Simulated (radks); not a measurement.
Q: These are the eigenvalues of the occupied orbitals of an atom or ion with whole-number occupations (eV). Calculated with a radial shooting solver on a logarithmic mesh with Libxc functionals: scalar-relativistic Kohn-Sham, r2SCAN, spin-polarised, spherical densities, finite nucleus; meta-GGA in the generalised Kohn-Sham scheme; Fermi nuclear charge, rms radius of each element as measured or else 0.836 A^(1/3) + 0.57 fm.

| orbital | eigenvalue |
|---|---|
| 1s down | -65352.46 |
| 1s up | -65352.46 |
| 2s up | -11199.98 |
| 2s down | -11199.87 |
| 2p up | -9831.836 |
| 2p down | -9831.751 |
| 3s down | -2559.878 |
| 3s up | -2559.855 |
| 3p down | -2149.147 |
| 3p up | -2149.133 |
| 3d up | -1662.178 |
| 3d down | -1662.139 |
| 4s up | -519.4661 |
| 4s down | -519.4234 |
| 4p up | -384.1218 |
| 4p down | -384.0884 |
| 4d up | -208.3115 |
| 4d down | -208.2595 |
| 5s up | -67.1433 |
| 5s down | -66.2557 |
| 5p up | -35.5000 |
| 5p down | -34.0535 |
| 4f up | -15.1109 |
| 4f down | -14.8598 |
| 6s up | -5.5414 |
| 5d up | -2.5125 |

Which element is it, and in what charge state? The configuration may be excited. Open shells, if any, are filled with parallel spins first.

A: Z = 72, hafnium, charge 0: Hf in [Xe] 4f14 5d3 6s1. The list shows which subshells hold electrons but not how many an open one holds; the 1s level, -2401.7 hartree, gives Z - s = 69.3 by -(Z - s)^2/2, which with screening and relativity narrows Z to a few neighbours, and the depths of the outer levels then fix element, charge and occupations together.
